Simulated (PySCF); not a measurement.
Geometry (Å), atoms numbered from 1 in this order:
```xyz
17

C     2.7774   -0.0305    0.0403
S     1.3246    0.8292    0.6757
C     0.1335    0.3678   -0.6281
C    -1.2184    0.9946   -0.3183
C    -1.8562    0.3073    0.8750
O    -1.8559   -1.0969    0.7223
B    -0.9371   -1.7077   -0.0616
O     0.0266   -1.0279   -0.7536
H     2.5472   -1.0922   -0.1231
H     3.5623    0.0563    0.8039
H     3.1369    0.4240   -0.8951
H     0.5302    0.7437   -1.5844
H    -1.1063    2.0733   -0.1314
H    -1.8615    0.8770   -1.2064
H    -1.3160    0.5620    1.8024
H    -2.9007    0.6322    0.9991
H    -0.9801   -2.9059   -0.1798
```

No relativistic terms, single conformer, no solvent, one averaged value for each set of equivalent atoms. PBE0-D3(BJ)/def2-SVP geometry; σ from GIAO-PBE/pcSseg-1; PySCF 2.14.0 with density-fitted response routines.

References, each an isolated molecule treated in the same way: 13C (180.03 ppm) and 1H (31.20 ppm) vs TMS; 33S (490.84 ppm) against CS2; H2O for 17O (334.63 ppm); 11B (94.77 ppm) against BF3·OEt2.

```json
{"atoms": "C1", "nucleus": "13C", "count": "1", "δ (ppm)": "?"}
{"atoms": "C5", "nucleus": "13C", "count": "1", "δ (ppm)": "61.9"}
{"atoms": "S2", "nucleus": "33S", "count": "1", "δ (ppm)": "62"}
{"atoms": "H13", "nucleus": "1H", "count": "1", "δ (ppm)": "?"}
{"atoms": "H12", "nucleus": "1H", "count": "1", "δ (ppm)": "5.11"}
{"atoms": "H14", "nucleus": "1H", "count": "1", "δ (ppm)": "2.24"}
{"atoms": "C4", "nucleus": "13C", "count": "1", "δ (ppm)": "35.1"}
{"atoms": "O6", "nucleus": "17O", "count": "1", "δ (ppm)": "150.2"}
{"atoms": "H16", "nucleus": "1H", "count": "1", "δ (ppm)": "?"}
{"atoms": "H17", "nucleus": "1H", "count": "1", "δ (ppm)": "4.24"}
{"atoms": "H9/H10/H11", "nucleus": "1H", "count": "3", "δ (ppm)": "2.31"}
{"atoms": "C3", "nucleus": "13C", "count": "1", "δ (ppm)": "82.1"}
{"atoms": "B7", "nucleus": "11B", "count": "1", "δ (ppm)": "21.9"}
{"atoms": "H15", "nucleus": "1H", "count": "1", "δ (ppm)": "?"}
{"atoms": "O8", "nucleus": "17O", "count": "1", "δ (ppm)": "?"}
```

Estimate the values marked ?.

Results:


- C1: 17.8 ppm, methyl carbon bonded to S
- H15: 4.53 ppm, hydrogen on an sp3 CH2 bonded to O; its carbon carries O, hence the downfield position
- H16: 3.91 ppm, hydrogen on an sp3 CH2 bonded to O; its carbon carries O, an electronegative neighbour
- H13: 1.82 ppm, hydrogen on an sp3 CH2 in a ring
- O8: 174.7 ppm, oxygen bonded to C, B, in a 6-membered ring

Hydrogens on boron are broadened and split by 11B (spin 3/2, 80 %) and 10B (spin 3). Shifts are as computed. Against solution values, carbons near 30 ppm lie about +2 ppm off and those near 130 ppm about +2 ppm. Of 1313 compounds with measured shifts, 239 miss one by over three times the rms of a fit or turn the order of signals round; such compounds aren't used in these exercises. Experimental scales use liquid or dissolved standards, which lie at an offset from isolated H2O (liquid H2O: subtract about 36 ppm).
